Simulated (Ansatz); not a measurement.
Name a neutral molecule of Al, Br, F, O and H with LUMO energy (ωB97M-V/def2-TZVPP) between 0.40 and 0.70 eV and ideal-gas entropy at 298 K and 1 bar (rigid rotor, harmonic PBE0-D4/def2-TZVP) between 309 and 325 J/(mol·K) (Ansatz, PBE0-D4/def2-TZVP geometry).

`[OH][Al]([F])[Br]` (0.54 eV, 323 J/(mol·K)). Other molecules can fit too; these were computed, each in one conformer that needn't be the lowest.
